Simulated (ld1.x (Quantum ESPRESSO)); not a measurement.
**lutetium: TM pseudisation with BLYP, scalar-relativistic reference atom.**

| Item | Value |
| --- | --- |
| Element | Lu (Z = 71) |
| Generator | ld1.x (Quantum ESPRESSO) 7.5 |
| Type | norm-conserving Troullier–Martins (Kleinman–Bylander form) |
| Functional | BLYP |
| Relativity | scalar-relativistic |
| Frozen core | [Kr] 4d10 |
| Valence charge | 25 |
| Reference configuration | 4f14 5s2 5p6 5d0 6s0 6p0 (charge +3) |
| Partial waves | 5s (bound): rc 1.05 bohr; 5p (bound): rc 1.95 bohr; 5d (bound, empty): rc 2.30 bohr; 4f (bound): rc 0.60 bohr |
| Local potential | the f channel |
| Core correction | Bessel-smoothed model core inside 0.45 bohr |

Poles of the logarithmic derivatives, all-electron (AE) and pseudo (PS). s: poles at -6.4, 1.8 (AE) and -6.4, 1.7 (PS) Ry. p: poles at -4.0, 3.7 (AE) and -4.0, -0.2, 4.7 (PS) Ry. d: poles at -0.9 (AE) and -0.9 (PS) Ry. f: poles at -2.6, 2.8 (AE) and -2.6, 2.8 (PS) Ry. Test radius 2.51 bohr.

* Ghost test: ghost states, extra bound levels that the all-electron valence spectrum of the same l lacks: s at -2384.1 eV, p at -1386.4 eV, s at -444.6 eV, p at -19.1 eV (other channels not judged); a true bound ghost makes a file unfit for plane-wave use (spherical-Bessel basis up to 400 Ry, 20 bohr box)
* Configuration tests: 2 of 7 tests not solved or not reliable; not counted: 4f14 5s2 5p6 5d1 6s1 6p1 (solver errors, printed error -9.5 eV); 4f13 5s2 5p6 5d2 6s1 6p0 (pseudo-atom not self-consistent, printed error -5908 eV)
